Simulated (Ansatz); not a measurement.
Relaxation of ClFH6W (9 atoms, charge 0, multiplicity 1), to a largest force component of 0.03 eV/Å in at most 50 steps.

The calculation used RKS PBE-D4/def2-SVP (Ansatz).

```xyz
9
Properties=species:S:1:pos:R:3
W 0.460 -0.086 0.083
H -0.298 1.203 0.934
Cl 2.204 0.250 -1.359
H -0.389 0.927 -0.917
H -1.226 -0.167 0.093
H -0.178 -1.641 0.348
H -0.320 -0.724 -1.233
F 1.642 0.995 2.660
H 0.932 1.492 2.298
```

Q: Where does it end, and by what steps?

A: The forces met the threshold. After 31 steps the energy has fallen by 1.584 eV; H9 moved furthest, 1.42 Å. Parted: F8–H9 (0.94 → 2.27 Å). Joined: W1–F8 (3.03 → 1.94 Å), W1–H9 (2.76 → 1.70 Å).

| step | energy less start (eV) | largest force component (eV/Å) | accepted |
| --- | --- | --- | --- |
| 0 | 0.0000 | 0.445 | yes |
| 2 | -0.2163 | 0.684 | yes |
| 4 | -0.2946 | 0.595 | yes |
| 6 | -0.3981 | 0.599 | yes |
| 8 | -0.5022 | 0.318 | yes |
| 10 | -0.5134 | 0.111 | yes |
| 12 | -0.5189 | 0.109 | yes |
| 14 | -0.6739 | 0.759 | yes |
| 16 | -1.1176 | 0.721 | yes |
| 18 | -1.0803 | 0.820 | no |
| 20 | -1.1879 | 0.200 | yes |
| 22 | -1.2837 | 0.290 | yes |
| 24 | -1.4551 | 0.466 | yes |
| 26 | -1.5435 | 0.406 | yes |
| 28 | -1.5808 | 0.161 | yes |
| 30 | -1.5799 | 0.172 | no |
| 31 | -1.5842 | 0.017 | yes |

```xyz
9
Properties=species:S:1:pos:R:3
W 0.767 0.197 0.188
H -0.799 0.785 1.052
Cl 2.493 0.105 -1.273
H -0.154 1.312 -0.715
H -0.928 -0.085 0.951
H -0.003 -1.242 0.645
H -0.409 -0.372 -0.908
F 1.435 -0.110 1.984
H 0.428 1.657 0.982
```

Whether the end is a true minimum wasn't checked by a vibrational analysis.

Run time: 58 s on 2 threads of AMD EPYC 7R32 (Zen 2) (shared host), peak memory 0.15 GiB.
